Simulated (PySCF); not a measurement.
Al(Et)(OH)(NH2) (C2H8AlNO), SMILES C[CH2][Al]([NH2])[OH].

Geometry optimised at PBE-D3(BJ)/def2-SVP. The structure was generated by enumeration; whether it is a known compound was not checked. One conformer was computed; it need not be the lowest.

Computed with PBE-D3(BJ)/def2-SVP (PySCF).

Frequencies are harmonic and unscaled.

```
mode  ν (cm⁻¹)  IR (km/mol)   moving atoms (share of kinetic energy)
----  --------  -----------  ---------------------------------------
1           26          0.9            H 41 %, C 35 %, N 14 %, O 8 %
2          105          0.9          C 29 %, O 26 %, H 26 %, Al 10 %
3          156          0.9           H 56 %, Al 19 %, N 11 %, C 8 %
4          201          9.5  H 35 %, O 22 %, N 21 %, C 11 %, Al 11 %
5          250          8.0                  H 58 %, Al 18 %, C 12 %
6          262         47.8                                   H 96 %
7          299         46.0          Al 38 %, C 28 %, H 15 %, N 11 %
8          349         19.0                                   H 88 %
9          365        171.4                           H 85 %, N 10 %
10         524         86.8            H 67 %, O 13 %, C 10 %, N 8 %
11         550         39.9                           H 45 %, C 39 %
12         597         51.3                           H 71 %, C 14 %
13         630         23.1                   H 59 %, O 17 %, N 16 %
14         792        154.0           Al 41 %, N 30 %, H 18 %, O 8 %
15         869         96.2          Al 41 %, O 28 %, H 19 %, N 11 %
16         908         16.9                            H 84 %, C 8 %
17         934         12.6                           H 83 %, C 13 %
18        1013         19.2                           C 76 %, H 23 %
19        1175          1.6                           H 60 %, C 39 %
20        1202          3.0                           H 77 %, C 22 %
21        1345          3.9                           H 83 %, C 17 %
22        1378          2.6                            H 91 %, C 9 %
23        1425          3.5                                   H 96 %
24        1430          5.5                                   H 97 %
25        1478         41.2                           H 89 %, N 10 %
26        2952         40.4                                   H 95 %
27        2954         23.5                                   H 96 %
28        3001         10.0                            H 91 %, C 9 %
29        3028         29.0                            H 91 %, C 9 %
30        3050         21.8                            H 91 %, C 9 %
31        3501         14.2                                   H 96 %
32        3590         13.8                            H 92 %, N 8 %
33        3827         48.4                                   H 94 %
```
